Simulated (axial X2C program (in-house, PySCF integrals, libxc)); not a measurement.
ZrIn: properties at the nuclei

Computed with an axial X2C code built on PySCF integrals: two-component X2C with atomic mean-field Coulomb and Gaunt terms, Gaussian nuclei, basis In dyall-cv3z, Zr dyall-cv3z with contracted cores.

R = 2.794 Å (near the PBE0 minimum at charge 0 of the determinant lowest at the starting distance; the state shown can have its own minimum elsewhere).

Input and command:
```json
{"zs": [49, 40], "q": 0, "bas": ["dyall-cv3z", "dyall-cv3z"], "r0": 2.96, "levels": ["PBE0", "HF", "PBE", "BP86", "BHandHLYP"], "nst": 3}
```
```bash
python soeom.py task.json out
```

Keys: zs atomic numbers; q charge; bas basis sets; r0 starting distance in Å; levels methods; nst determinants followed.

Determinant lowest in the PBE0 search, Ω = 1/2 (⟨Sz⟩ = 2.49, ⟨Lz⟩ = -1.99 at PBE0), spin on the atoms In 0.55, Zr 1.94:

| level | Eeff magnitude (GV/cm) | Ws magnitude In (kHz) | A∥/gI In (MHz) | qzz In (a.u.) | A∥/gI Zr (MHz) | qzz Zr (a.u.) | μ (D) |
| --- | --- | --- | --- | --- | --- | --- | --- |
| PBE0 | 4.48 | 6.15 | -221 | -1.62 | 2360 | -0.60 | 2.56 |
| HF | 6.45 | 7.72 | -1020 | -0.21 | 1820 | 0.23 | 4.12 |
| PBE | 3.52 | 5.22 | -79.2 | -1.38 | 2480 | -0.69 | 1.99 |
| BP86 | 3.32 | 5.11 | -86.9 | -1.32 | 2620 | -0.68 | 1.94 |
| BHandHLYP | 2.3 | 2.05 | -237 | -1.80 | 1950 | -0.41 | 2.89 |

Determinant 0.07 eV from it at PBE0 and this distance, Ω = 9/2 (⟨Sz⟩ = 2.49, ⟨Lz⟩ = 2.01 at PBE0), spin on the atoms In 0.55, Zr 1.94:

```
    level  Eeff magnitude (GV/cm)  Ws magnitude In (kHz)  A∥/gI In (MHz)  qzz In (a.u.)  A∥/gI Zr (MHz)  qzz Zr (a.u.)  μ (D)
     PBE0                    4.45                  0.675             -32          -1.61             436          -0.64   2.53
       HF                    6.17                  0.853            -149          -2.71             366          -0.73   4.32
      PBE                    3.54                  0.582           -7.65          -1.39             453          -0.73   1.96
     BP86                    3.34                  0.569           -8.53          -1.33             468          -0.72   1.91
BHandHLYP                   0.432                 0.0758           -51.7          -2.50             343          -0.46   2.64
```

Eeff is the effective electric field on the electron electric dipole moment in this Ω state and Ws the scalar–pseudoscalar constant of the nucleus named (defined with the proton number Z and per Ω); A∥ (defined per Ω) follows by multiplying with gI = μI/(I μN); qzz is the electric field gradient, eQq0 = 234.96 MHz × Q/barn × qzz; μ is positive if the Zr end (last atom) is positive. The operators were transformed with the bare-nucleus X2C matrices; with these basis sets, hyperfine constants and field gradients can be off by tens of per cent, and where levels differ in sign neither size nor sign is settled.

**Question.** With gI(91Zr) = -0.5214 (g factors from the IAEA table of nuclear moments by Stone), turn the PBE0 values of the first state into constants in MHz.

**Answer.** A∥(91Zr) = 2360 × -0.5214 = -1230 MHz.

Each state is one determinant with collinear spin, which with several unpaired electrons need not be a pure state. Unrestricted Hartree–Fock can overshoot spin polarisation at the nuclei. With several open shells hyperfine constants can be off by a factor of several. Where Eeff spreads by more than a factor of two the levels disagree and none is to be relied on. At BHandHLYP a later determinant lies lower. States lie within half an eV, so the first need not be the ground state. The sign of Ws at In differs between levels in the second state. Further determinants of the search, some of them spin-mixed, are not shown. Where a field gradient or hyperfine factor spreads by more than a factor of two over the levels, a constant derived from it is not to be relied on. PBE0 term energies can be off by some tenths of an eV.
